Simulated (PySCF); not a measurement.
# Zr: interval between two levels

Zr [Kr] 4d2 5s2 [3F4, M_J = 4] → Zr [Kr] 4d2 5s1 5p1 [5G6, M_J = 6], as a difference of total energies. Calculation: PySCF 2.14, in x2c-SVPall-2c with one added diffuse shell each of s, p, d type (7s9p7d1f, 76 functions); the two-component X2C-1e Hamiltonian. Correlated levels: [Ar] 3d10 frozen; the 6 highest virtual spinors dropped. "Screened" scales the spin-orbit matrix elements by Boettger's factors to mimic the two-electron term; Breit and QED terms are absent.

| method | interval between two levels (cm⁻¹) |
| --- | --- |
| GHF (spin-free) | 5399.5 |
| GMP2 (spin-free) | 12396 |
| GHF (screened spin-orbit) | 5763.3 |
| GMP2 (screened spin-orbit) | 12729 |

The spin-free rows relax to the high-spin LS determinant and lack the spin-orbit shift.

Errors of the correlated levels include the incompleteness of this basis and the frozen core.

The labels give the starting determinants; with spin-orbit coupling the two ends relaxed to ⟨J²⟩ = 20.39, ⟨L²⟩ = 12.17, ⟨S²⟩ = 2.10 and ⟨J²⟩ = 42.02, ⟨L²⟩ = 20.03, ⟨S²⟩ = 6.01.

The determinant of the lower state mixes levels of different J (the jj label is only the starting occupation), so the difference between spin-free and spin-orbit rows is not the physical spin-orbit shift.

For comparison: 15737 cm⁻¹ (measured; NIST Handbook of Basic Atomic Spectroscopic Data (Sansonetti and Martin, J. Phys. Chem. Ref. Data 34, 1559 (2005))).
